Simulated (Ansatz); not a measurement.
Basis-set extrapolation for `CC(F)(F)[SiH2]F` (PBE0-D4/def2-TZVP geometry, frozen core, the Gaussian-basis code of Ansatz). Multiplicity 1, RHF reference.

```csv
,def2-TZVPP,def2-QZVPP
HF,-666.135987,-666.162249
MP2 correlation,-1.204449,-1.309472
CCSD(T) correlation,-1.278491,not run
```

Energies in hartree. Use E(X) = E(∞) + A·exp(−7.88·√X) for Hartree–Fock and E(X) = E(∞) + B·X^(−2.97) for correlation, with X = 3 and 4, and add CCSD(T) minus MP2 of the smaller set to the MP2 limit.

What is the CCSD(T) energy at the basis-set limit?

HF limit: -666.162249 + (-0.026262) × 0.13774 = -666.16587. MP2 limit: -1.309472 + (-0.105023) × 0.74074 = -1.38727. Higher-order term: -1.278491 − (-1.204449) = -0.07404. Total: -667.62718 hartree, 558.4 kJ/mol below CCSD(T)/def2-TZVPP.
